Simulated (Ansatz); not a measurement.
The cluster Au2Cl2⁺. Charge 1, multiplicity 2. Geometry relaxed at PBE0-D4/def2-SVP.

Cartesian coordinates in Å:
```
Au 2.202 1.808 -0.142
Au -0.766 -0.578 0.053
Cl 1.538 -0.451 -0.195
Cl -2.974 -0.780 0.284
```

In the def2 sets Au takes a core potential; there is no spin–orbit coupling. The structure comes from a short search, and lower isomers may exist.

Q: Estimate the harmonic wavenumbers at UKS PBE0-D4/def2-SVP (Ansatz, unscaled). Is this a minimum?

A: 31, 61, 86, 258, 309, 359 cm⁻¹. Yes, no mode is imaginary beyond noise. Zero-point energy 6.6 kJ/mol. Hardware: 4 threads of Arm Neoverse V2 on a shared host. Wall time 42 s.
